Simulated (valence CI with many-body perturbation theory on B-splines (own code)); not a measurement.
**Forbidden lines of Pd XXV**

Level of theory: relativistic CI+MBPT: four valence electrons over a frozen Dirac-Fock core [Ar], a basis of 9 s, 9 p, 10 d, 8 f, 5 g, 3 h, 1 i functions for each j, with the one-electron correlation potential Σ1 (screened to all orders), the two-electron term Σ2, the three-electron term Σ3, Breit, model QED; selected single and double excitations, second order for the rest (own B-spline code, finite nucleus).

No measured spectrum was set against this ion. As an estimate, terms of the open shell hold to 2 to 4 % of their energy, and close levels can change places. Core correlation moves these levels by up to 9600 cm⁻¹, and in measured spectra 5 to 20 % of such shifts remained as error; rates that hang on mixing are uncertain with them. Only levels of the ground parity were solved; by the run's estimate the other parity begins above the list, which can be wrong where configurations are misplaced.

Lines 51 to 100 of 120 in falling wavelength, among levels below 505630 cm⁻¹, chosen from the decays that carry over 1 % of a level's rate. Wavelengths and rates use the calculated energies, so an error of 3000 cm⁻¹ moves a line at 1444 Å by 4.3 % and its rate by three times that or more. S is in atomic units (e²a₀⁴ for E2 and M2, e²a₀⁶ for E3), for M1 in squared Bohr magnetons. Weak lines are less certain than strong ones. Lines between different terms over intervals too small for the method are left out, as are lines whose strength nearly cancels.

Names give the largest LS component (configuration and term), which can be under half, so a name can repeat, a term be missing and a line seem to break the LS rules; names also repeat where a configuration has a term twice. Letters in brackets count levels of one name in rising energy.

```csv
λ vac (Å),Upper,Lower,Type,A (s⁻¹),S (a.u.)
1444,3d4 3G_3,3d4 5D_3,M1,1.72e+03,1.34e+00
1427,3d4 3D_1,3d4 3P_1 [a],M1,1.88e+03,6.09e-01
1400,3d4 1I_6,3d4 3H_5,M1,1.63e+03,2.15e+00
1391,3d4 3P_2 [d],3d4 3P_2 [b],M1,1.37e+03,6.82e-01
1373,3d4 3D_1,3d4 3F_2 [a],M1,1.57e+03,4.51e-01
1359,3d4 1G_4 [a],3d4 3G_4,M1,3.50e+02,2.94e-01
1347,3d4 3P_0 [a],3d4 5D_1,M1,1.00e+04,9.10e-01
1324,3d4 3P_2 [c],3d4 3P_2 [a],M1,1.19e+03,5.13e-01
1298,3d4 1F_3,3d4 3F_3 [a],M1,8.42e+02,4.78e-01
1218,3d4 1F_3,3d4 3F_4 [a],M1,7.06e+01,3.31e-02
1191,3d4 3G_3,3d4 5D_2,M1,1.05e+03,4.60e-01
1167,3d4 1F_3,3d4 3P_2 [a],M1,8.78e+02,3.63e-01
1146,3d4 3G_5,3d4 3H_4,M1,1.06e+02,6.51e-02
1145,3d4 3F_4 [b],3d4 3G_5,M1,1.07e+03,5.33e-01
1133,3d4 3F_2 [a],3d4 5D_2,M1,1.81e+03,4.88e-01
1110,3d4 3G_4,3d4 5D_4,M1,1.81e+02,8.27e-02
1105,3d4 3F_2 [b],3d4 3D_1,M1,1.58e+03,3.94e-01
1099,3d4 3P_1 [a],3d4 5D_2,M1,6.10e+03,9.00e-01
1092,3d4 1F_3,3d4 3G_4,M1,7.52e+02,2.54e-01
1064,3d4 1S_0 [a],3d4 3P_1 [a],M1,8.64e+03,3.86e-01
1024,3d4 1G_4 [a],3d4 3H_5,M1,5.01e+02,1.79e-01
1024,3d4 3F_4 [b],3d4 3D_3,M1,3.04e+03,1.09e+00
1011,3d4 3G_4,3d4 5D_3,M1,2.14e+01,7.37e-03
1005,3d4 3F_4 [a],3d4 5D_4,M1,1.28e+03,4.35e-01
996.7,3d4 3F_2 [b],3d4 3P_2 [b],M1,1.48e+03,2.71e-01
969.2,3d4 1G_4 [a],3d4 3G_3,M1,2.69e+02,8.18e-02
961.3,3d4 3P_2 [c],3d4 3P_1 [a],M1,9.81e+02,1.61e-01
955.8,3d4 3F_3 [a],3d4 5D_4,M1,2.11e+03,4.79e-01
954.3,3d4 3P_2 [a],3d4 5D_3,M1,4.25e+02,6.85e-02
941.2,3d4 3D_1,3d4 3P_0 [a],M1,3.39e+03,3.15e-01
936.4,3d4 3P_2 [c],3d4 3F_2 [a],M1,3.82e+02,5.82e-02
929.1,3d4 3F_2 [a],3d4 5D_1,M1,2.34e+03,3.47e-01
923.1,3d4 3F_4 [a],3d4 5D_3,M1,1.29e+03,3.38e-01
900.3,3d4 3P_2 [c],3d4 3G_3,M1,1.67e+03,2.25e-01
898.0,3d4 3F_2 [b],3d4 3D_3,M1,1.38e+03,1.86e-01
881.7,3d4 3F_3 [a],3d4 5D_3,M1,1.87e+02,3.33e-02
870.2,3d4 3F_4 [b],3d4 3F_4 [a],M1,3.03e+03,6.66e-01
856.4,3d4 3D_3,3d4 5D_4,M1,3.06e+02,4.98e-02
825.2,3d4 1F_3,3d4 3G_3,M1,8.59e+02,1.25e-01
809.7,3d4 3F_2 [b],3d4 3F_3 [a],M1,2.80e+03,2.76e-01
808.0,3d4 1G_4 [a],3d4 3H_4,M1,3.86e+02,6.80e-02
804.1,3d4 3F_4 [b],3d4 3G_4,M1,2.34e+03,4.05e-01
796.4,3d4 3D_3,3d4 5D_3,M1,1.41e+03,1.85e-01
786.7,3d4 3G_5,3d4 5D_4,M1,2.00e+02,3.97e-02
764.8,3d4 3F_3 [b],3d4 3F_4 [a],M1,6.66e+02,7.73e-02
756.8,3d4 3F_2 [b],3d4 3P_2 [a],M1,4.31e+02,3.46e-02
756.7,3d4 3P_2 [d],3d4 3P_1 [a],M1,9.94e+02,7.98e-02
741.1,3d4 3P_2 [d],3d4 3F_2 [a],M1,5.92e+01,4.46e-03
732.1,3d4 3P_2 [b],3d4 5D_3,M1,6.12e+03,4.45e-01
720.1,3d4 3P_2 [a],3d4 5D_1,M1,4.88e+02,3.38e-02
```
